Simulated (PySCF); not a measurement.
acetonitrile (C2H3N), singlet, geometry from GFN2-xTB; PBE/6-31G*, polarisability by finite fields run with PySCF.

Here is a job for PySCF.
```python
from pyscf import gto, scf, dft

mol = gto.Mole()
mol.atom = '''
    C    -0.014757    0.011163   -1.162762
    C     0.003475   -0.002628    0.273792
    N     0.017974   -0.013596    1.416241
    H    -0.009997    1.041350   -1.516885
    H     0.865048   -0.506705   -1.542852
    H    -0.913176   -0.490678   -1.520130
'''
mol.basis = '6-31g*'
mol.charge = 0
mol.spin = 0
mol.verbose = 4
mol.build()

mf = dft.RKS(mol)
mf.xc = 'pbe'
mf.conv_tol = 1e-6
mf.kernel()
h0, z, done = mf.get_hcore(), mol.intor('int1e_r')[2], []
def energy(F):
    f = mf.copy()
    f.scf_summary = {}
    f.get_hcore = lambda *a: h0 + F * z
    e = f.kernel(mf.make_rdm1())
    done.append(f.converged)
    return e
F = 2e-4
alpha = -(energy(F) + energy(-F) - 2 * mf.e_tot) / F**2
print('alpha_zz =', alpha)
```

Output, abridged:

```
PySCF version 2.14.0

[INPUT] verbose = 4
[INPUT] num. atoms = 6
[INPUT] num. electrons = 22
[INPUT] charge = 0
[INPUT] spin (= nelec alpha-beta = 2S) = 0
[INPUT] symmetry False subgroup None
[INPUT] Mole.unit = angstrom
[INPUT] Symbol           X                Y                Z      unit          X                Y                Z       unit  Magmom
[INPUT]  1 C     -0.014757000000   0.011163000000  -1.162762000000 AA   -0.027886688420   0.021095012729  -2.197301728052 Bohr   0.0
[INPUT]  2 C      0.003475000000  -0.002628000000   0.273792000000 AA    0.006566798283  -0.004966200255   0.517391895097 Bohr   0.0
[INPUT]  3 N      0.017974000000  -0.013596000000   1.416241000000 AA    0.033965937363  -0.025692716390   2.676307616380 Bohr   0.0
[INPUT]  4 H     -0.009997000000   1.041350000000  -1.516885000000 AA   -0.018891592067   1.967866299816  -2.866497212461 Bohr   0.0
[INPUT]  5 H      0.865048000000  -0.506705000000  -1.542852000000 AA    1.634703804603  -0.957533675948  -2.915567730737 Bohr   0.0
[INPUT]  6 H     -0.913176000000  -0.490678000000  -1.520130000000 AA   -1.725652543526  -0.927247035349  -2.872629373735 Bohr   0.0

nuclear repulsion = 59.1246982991181
number of shells = 24
number of NR pGTOs = 93
number of NR cGTOs = 48
basis = 6-31g*
ecp = {}

******** <class 'pyscf.dft.rks.RKS'> ********
method = RKS
initial guess = minao
damping factor = 0
level_shift factor = 0
DIIS = <class 'pyscf.scf.diis.CDIIS'>
diis_start_cycle = 1
diis_space = 8
diis_damp = 0
SCF conv_tol = 1e-06
SCF conv_tol_grad = None
SCF max_cycles = 50
direct_scf = True
direct_scf_tol = 1e-13
XC library pyscf.dft.libxc version 7.1.2
    S. Lehtola, C. Steigemann, M. J. T. Oliveira, and M. A. L. Marques,  SoftwareX 7, 1–5 (2018)
XC functionals = pbe
    J. P. Perdew, K. Burke, and M. Ernzerhof,  Phys. Rev. Lett. 77, 3865 (1996)
    J. P. Perdew, K. Burke, and M. Ernzerhof,  Phys. Rev. Lett. 78, 1396 (1997)
    J. P. Perdew, K. Burke, and M. Ernzerhof,  Phys. Rev. Lett. 77, 3865 (1996)
    J. P. Perdew, K. Burke, and M. Ernzerhof,  Phys. Rev. Lett. 78, 1396 (1997)
radial grids:
    Treutler-Ahlrichs [JCP 102, 346 (1995); DOI:10.1063/1.469408] (M4) radial grids

becke partition: Becke, JCP 88, 2547 (1988); DOI:10.1063/1.454033
pruning grids: <function nwchem_prune>
grids dens level: 3
symmetrized grids: False
atomic radii adjust function: <function treutler_atomic_radii_adjust>
small_rho_cutoff = 0
Set gradient conv threshold to 0.001
Initial guess from minao.
tot grids = 71568
init E= -132.774040706852
  HOMO = -0.365197584850258  LUMO = -0.046085539113699  gap/eV = 8.68348
cycle= 1 E= -132.525133022679  delta_E= 0.249  |g|= 0.442  |ddm|= 2.54
  HOMO = -0.174595258298388  LUMO = 0.0629578730417653  gap/eV = 6.46415
cycle= 2 E= -132.298305781987  delta_E= 0.227  |g|= 1.06  |ddm|= 1.55
  HOMO = -0.269427462921234  LUMO = 0.0290794462829445  gap/eV = 8.12279
cycle= 3 E= -132.560135672218  delta_E= -0.262  |g|= 0.257  |ddm|= 1.13
  HOMO = -0.285786151233905  LUMO = 0.0118224769054055  gap/eV = 8.09834
cycle= 4 E= -132.576090242596  delta_E= -0.016  |g|= 0.024  |ddm|= 0.216
  HOMO = -0.288161939381071  LUMO = 0.0101908409033248  gap/eV = 8.11859
cycle= 5 E= -132.576201317933  delta_E= -0.000111  |g|= 0.0107  |ddm|= 0.028
  HOMO = -0.286361240460137  LUMO = 0.0115411498955268  gap/eV = 8.10634
cycle= 6 E= -132.576230827116  delta_E= -2.95e-05  |g|= 0.00115  |ddm|= 0.0121
  HOMO = -0.286449394870443  LUMO = 0.0114533751442153  gap/eV = 8.10635
cycle= 7 E= -132.576231203464  delta_E= -3.76e-07  |g|= 0.000213  |ddm|= 0.00164
  HOMO = -0.286407987988905  LUMO = 0.0114842821844443  gap/eV = 8.10606
Extra cycle  E= -132.57623111497  delta_E= 8.85e-08  |g|= 0.000664  |ddm|= 0.000806
converged SCF energy = -132.57623111497

******** <class 'pyscf.dft.rks.RKS'> ********
method = RKS
initial guess = minao
damping factor = 0
level_shift factor = 0
DIIS = <class 'pyscf.scf.diis.CDIIS'>
diis_start_cycle = 1
diis_space = 8
diis_damp = 0
SCF conv_tol = 1e-06
SCF conv_tol_grad = None
SCF max_cycles = 50
direct_scf = True
direct_scf_tol = 1e-13
XC library pyscf.dft.libxc version 7.1.2
    S. Lehtola, C. Steigemann, M. J. T. Oliveira, and M. A. L. Marques,  SoftwareX 7, 1–5 (2018)
XC functionals = pbe
    J. P. Perdew, K. Burke, and M. Ernzerhof,  Phys. Rev. Lett. 77, 3865 (1996)
    J. P. Perdew, K. Burke, and M. Ernzerhof,  Phys. Rev. Lett. 78, 1396 (1997)
    J. P. Perdew, K. Burke, and M. Ernzerhof,  Phys. Rev. Lett. 77, 3865 (1996)
    J. P. Perdew, K. Burke, and M. Ernzerhof,  Phys. Rev. Lett. 78, 1396 (1997)
radial grids:
    Treutler-Ahlrichs [JCP 102, 346 (1995); DOI:10.1063/1.469408] (M4) radial grids

becke partition: Becke, JCP 88, 2547 (1988); DOI:10.1063/1.454033
pruning grids: <function nwchem_prune>
grids dens level: 3
symmetrized grids: False
atomic radii adjust function: <function treutler_atomic_radii_adjust>
small_rho_cutoff = 0
Overwritten attributes  get_hcore  of <class 'pyscf.dft.rks.RKS'>
Set gradient conv threshold to 0.001
init E= -132.575938952653
  HOMO = -0.286244787034654  LUMO = 0.0115476169125638  gap/eV = 8.10334
cycle= 1 E= -132.57593930924  delta_E= -3.57e-07  |g|= 0.000619  |ddm|= 0.00431
  HOMO = -0.286459589738983  LUMO = 0.0114006471269969  gap/eV = 8.10519
Extra cycle  E= -132.575938758113  delta_E= 5.51e-07  |g|= 0.00171  |ddm|= 0.0026
converged SCF energy = -132.575938758113

******** <class 'pyscf.dft.rks.RKS'> ********
method = RKS
initial guess = minao
damping factor = 0
level_shift factor = 0
DIIS = <class 'pyscf.scf.diis.CDIIS'>
diis_start_cycle = 1
diis_space = 8
diis_damp = 0
SCF conv_tol = 1e-06
SCF conv_tol_grad = None
SCF max_cycles = 50
direct_scf = True
direct_scf_tol = 1e-13
XC library pyscf.dft.libxc version 7.1.2
    S. Lehtola, C. Steigemann, M. J. T. Oliveira, and M. A. L. Marques,  SoftwareX 7, 1–5 (2018)
XC functionals = pbe
    J. P. Perdew, K. Burke, and M. Ernzerhof,  Phys. Rev. Lett. 77, 3865 (1996)
    J. P. Perdew, K. Burke, and M. Ernzerhof,  Phys. Rev. Lett. 78, 1396 (1997)
    J. P. Perdew, K. Burke, and M. Ernzerhof,  Phys. Rev. Lett. 77, 3865 (1996)
    J. P. Perdew, K. Burke, and M. Ernzerhof,  Phys. Rev. Lett. 78, 1396 (1997)
radial grids:
    Treutler-Ahlrichs [JCP 102, 346 (1995); DOI:10.1063/1.469408] (M4) radial grids

becke partition: Becke, JCP 88, 2547 (1988); DOI:10.1063/1.454033
pruning grids: <function nwchem_prune>
grids dens level: 3
symmetrized grids: False
atomic radii adjust function: <function treutler_atomic_radii_adjust>
small_rho_cutoff = 0
Set gradient conv threshold to 0.001
init E= -132.576523277287
  HOMO = -0.286748893095694  LUMO = 0.011330248550477  gap/eV = 8.11115
cycle= 1 E= -132.576518607368  delta_E= 4.67e-06  |g|= 0.00493  |ddm|= 0.0066
  HOMO = -0.286054753239114  LUMO = 0.0116621471080409  gap/eV = 8.10129
cycle= 2 E= -132.576459985544  delta_E= 5.86e-05  |g|= 0.0169  |ddm|= 0.0166
  HOMO = -0.286463776197923  LUMO = 0.0115049994128773  gap/eV = 8.10814
cycle= 3 E= -132.576524281361  delta_E= -6.43e-05  |g|= 0.000365  |ddm|= 0.0122
  HOMO = -0.286532665771243  LUMO = 0.0114485428027331  gap/eV = 8.10848
cycle= 4 E= -132.576524322715  delta_E= -4.14e-08  |g|= 7.71e-05  |ddm|= 0.000562
  HOMO = -0.286527872793123  LUMO = 0.0114560104223462  gap/eV = 8.10855
Extra cycle  E= -132.576524310405  delta_E= 1.23e-08  |g|= 0.000248  |ddm|= 0.000236
converged SCF energy = -132.576524310405
alpha_zz = 20.964441205251205
```
